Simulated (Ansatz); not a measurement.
`F[CH]1[CH2][GeH2]1`, relaxed with RKS PBE-D4/def2-SVP in Ansatz from a rough embedded geometry. The force threshold is 0.03 eV/Å; the program also tests the step.

Charge 0, multiplicity 1.

Start:

```xyz
9

F    -0.785    0.198   -1.878
C    -0.357    0.699   -0.621
C     0.840    0.048   -0.168
Ge   -0.654   -0.577    0.789
H    -0.463    1.778   -0.390
H     1.280   -0.705   -0.882
H     1.579    0.683    0.391
H    -0.516   -0.063    2.268
H    -0.925   -2.060    0.491
```

Task: How much energy does the relaxation release, and in how many steps? (Estimate.)

Result: Ansatz gave: 9.92 kcal/mol, in 7 steps.

Task: Which bonds change most? (An estimate is asked.)

Result: Computed: C3–Ge4 from 1.881 to 1.982 Å; C2–C3 from 1.436 to 1.515 Å; C2–Ge4 from 1.925 to 1.979 Å; F1–C2 from 1.419 to 1.373 Å.

Task: Give the relaxed structure. (An estimate is asked.)

Result: The calculation gave: 
```xyz
9

F    -0.817    0.352   -1.882
C    -0.371    0.655   -0.620
C     0.950    0.048   -0.193
Ge   -0.577   -0.619    0.880
H    -0.523    1.726   -0.385
H     1.342   -0.715   -0.887
H     1.729    0.715    0.213
H    -0.770   -0.091    2.311
H    -0.963   -2.070    0.564
```
